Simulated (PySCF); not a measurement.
PySCF input:

```python
from pyscf import gto, scf, dft

mol = gto.M(
    atom='''
    C    -1.81227139    0.12475346    0.22858530
    C    -0.49148076   -0.49211109   -0.20218241
    N     0.63278353    0.33494026    0.20044829
    C     1.90194013    0.03520105   -0.25744839
    H    -1.93891041    1.11664588   -0.20755677
    H    -2.64837203   -0.50210995   -0.08438184
    H    -1.86288053    0.22262264    1.31627851
    H    -0.40055581   -1.51117880    0.20102361
    H    -0.45669066   -0.58213316   -1.29115600
    H     0.59012487    0.63251673    1.16473270
    H     1.97869697   -0.33586589   -1.26997098
    H     2.71997510    0.60786016    0.15416590
    ''',
    basis='def2-tzvpd',
    charge=0,
    spin=1,
    verbose=4,
)

mf = scf.UHF(mol).density_fit(auxbasis='def2-universal-jkfit')
mf.conv_tol = 1e-9
mf.max_cycle = 100
mf.max_memory = 1500
mf.kernel()
if not mf.converged:
    mf = mf.newton()
    mf.kernel(mf.make_rdm1())
for _ in range(2):
    mo, _, stable, _ = mf.stability(return_status=True)
    if stable:
        break
    mf.kernel(mf.make_rdm1(mo, mf.mo_occ))
mf.analyze()
```

**Question.** Predict the final energy.

**Answer.** -172.72381 Eh (HF/def2-TZVPD).

It need not be the lowest isomer of its formula.
